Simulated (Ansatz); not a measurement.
Basis-set extrapolation for C3H7Al (`C/C=[CH]/[AlH2]`) (PBE0-D4/def2-TZVP geometry, frozen core, the Gaussian-basis code of Ansatz). Multiplicity 1, RHF reference.

```tsv
	def2-TZVPP	def2-QZVPP
HF	-359.618165	-359.630760
MP2 correlation	-0.581182	-0.618423
CCSD(T) correlation	-0.652488	not run
```

Energies in hartree. Use E(X) = E(∞) + A·exp(−7.88·√X) for Hartree–Fock and E(X) = E(∞) + B·X^(−2.97) for correlation, with X = 3 and 4, and add CCSD(T) minus MP2 of the smaller set to the MP2 limit.

Task: What is the CCSD(T) energy at the basis-set limit?

Result: HF limit: -359.630760 + (-0.012595) × 0.13774 = -359.63249. MP2 limit: -0.618423 + (-0.037241) × 0.74074 = -0.64601. Higher-order term: -0.652488 − (-0.581182) = -0.07131. Total: -360.34981 hartree, 207.8 kJ/mol below CCSD(T)/def2-TZVPP.
